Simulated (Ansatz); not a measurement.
C$_{2}$H$_{13}$AlOSi$_{2}$ (`[CH3][AlH-]([CH3])[O+]([SiH3])[SiH3]`) at its PBE0-D4/def2-TZVP geometry, where that method's forces vanish. The species carries charge 0 and has multiplicity 1.

```xyz
19

C    -1.1411   -0.3764    2.0752
Al    0.5011   -0.1320    1.0249
C     1.6230   -1.6761    0.5599
O    -0.1544    0.5324   -0.7405
Si   -1.1379   -0.3341   -1.7974
Si    0.4422    2.1078   -0.9892
H    -1.7694    0.5202    2.0826
H    -1.7533   -1.2072    1.7076
H    -0.9060   -0.6047    3.1205
H     1.2589    1.2969    1.1832
H     1.0370   -2.5195    0.1787
H     2.3796   -1.4313   -0.1927
H     2.1619   -2.0464    1.4390
H    -2.3957    0.4204   -1.9999
H    -1.3863   -1.6339   -1.1413
H    -0.4198   -0.5031   -3.0811
H    -0.1063    3.0502    0.0028
H    -0.1449    2.4250   -2.3259
H     1.9116    2.1118   -1.1063
```

Question: What forces (eV/Å) does ωB97M-V/def2-TZVPP give on these atoms in Ansatz 0.2.0? (Best estimate.)

Answer: The calculation gave: 
```
C1  -0.022 -0.008  0.010
Al2  0.074  0.036  0.106
C3   0.011 -0.023 -0.009
O4   0.020 -0.007  0.042
Si5 -0.174 -0.174 -0.172
Si6  0.083  0.314 -0.114
H7   0.032 -0.055  0.002
H8   0.029  0.049  0.026
H9  -0.022  0.015 -0.066
H10 -0.045 -0.126  0.025
H11  0.041  0.045  0.021
H12 -0.043 -0.021  0.044
H13 -0.031  0.020 -0.061
H14  0.160 -0.086  0.026
H15  0.034  0.157 -0.072
H16 -0.085  0.029  0.160
H17  0.069 -0.123 -0.129
H18  0.061 -0.040  0.145
H19 -0.190 -0.003  0.014
```
